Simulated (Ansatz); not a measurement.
This Ansatz (a quantum-chemistry and plane-wave program) input (wB97M-V/aug-pcseg-1) gives -2573.66547 Eh with 36 basis functions. A basis named .json is the Basis Set Exchange file of that set (core-valence sets with the plain set on hydrogen).

Ansatz 0.2 input:
```yaml
crystal:
  periodic: [false, false, false]
  atoms:
    - {symbol: Br, position_ang: [0.00000000, 0.00000000, 0.00000000]}
basis:
  gaussian:
    orbitals: aug-pcseg-1.json
hamiltonian:
  xc: {name: wB97M-V}
magnetization: {spin_polarized: true, initial_magnetization: 1}
scf: {lower_state_search: full}
```

Change:
```diff
- orbitals: aug-pcseg-1.json
+ orbitals: def2-TZVPPD.json
```

**Question.** What does the run give now?

**Answer.** -2573.96842 Eh (wB97M-V/def2-TZVPPD, 57 functions), a change of -302.95 mEh.
